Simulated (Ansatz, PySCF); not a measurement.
Species: C$_{2}$H$_{5}$Cl$_{2}$Si, net charge 0, doublet state. It need not be the lowest isomer of its formula. 
Structure (B3LYP-D3(BJ)/def2-TZVP (Ansatz, an electronic-structure program) minimum search):
```
Si
C 1 1.8263
H 2 1.0833 1 122.23
H 2 1.0840 3 115.49 1 180.00
C 1 1.8525 2 113.67 3 180.00
H 5 1.0902 1 110.54 2 -180.00
H 5 1.0916 6 108.49 1 121.00
H 5 1.0916 6 108.49 7 118.01
Cl 1 2.0700 2 108.79 3 -58.04
Cl 1 2.0700 2 108.79 3 58.04
```
Charge 0, spin multiplicity 2.

Property: atomisation energy (electronic, to ground-state atoms), in kcal/mol. Cores are frozen in the correlated levels unless marked. UHF or UKS for open shells. No spin-orbit coupling. Non-relativistic. The coupled-cluster limit lacks core correlation, which all-electron functionals hold. CBS(X,Y): correlation extrapolated as X^-3; Hartree-Fock from the larger set. [CCSD(T)-MP2]/basis is that difference in the basis named.

| level | program | atomisation energy (kcal/mol) | minus last row |
|---|---|---|---|
| HF/def2-TZVPD | PySCF | 660.6 | -202.0 |
| PBE-D3(BJ)/def2-TZVPD | Ansatz + dftd3 | 873.9 | 11.3 |
| r2SCAN-D3(BJ)/def2-TZVPD | Ansatz + dftd3 | 870.7 | 8.1 |
| B3LYP-D3(BJ)/def2-TZVPD | Ansatz + dftd3 | 859.2 | -3.4 |
| B3LYP-D4/def2-TZVPD | Ansatz + dftd4 | 857.9 | -4.7 |
| B3LYP/def2-TZVPD | Ansatz | 847.1 | -15.5 |
| BHLYP-D4/def2-TZVPD | Ansatz + dftd4 | 843.7 | -18.9 |
| r2SCANh-D4/def2-TZVPD | Ansatz + dftd4 | 867.0 | 4.4 |
| M06-2X/def2-TZVPD | PySCF | 861.9 | -0.7 |
| B2GP-PLYP-D4/def2-TZVPD | Ansatz + dftd4 | 850.6 | -12.0 |
| PBE-QIDH/def2-TZVPD | Ansatz | 860.1 | -2.5 |
| RI-MP2/cc-pV(T+d)Z | Ansatz | 852.0 | -10.6 |
| CCSD(T)/STO-3G | Ansatz | 895.3 | 32.7 |
| CCSD(T)/6-31G | Ansatz | 690.7 | -171.9 |
| RI-MP2/CBS(cc-pV(T+d)Z,cc-pV(Q+d)Z)+[CCSD(T)-MP2]/cc-pV(T+d)Z | Ansatz | 862.6 | 0.0 |
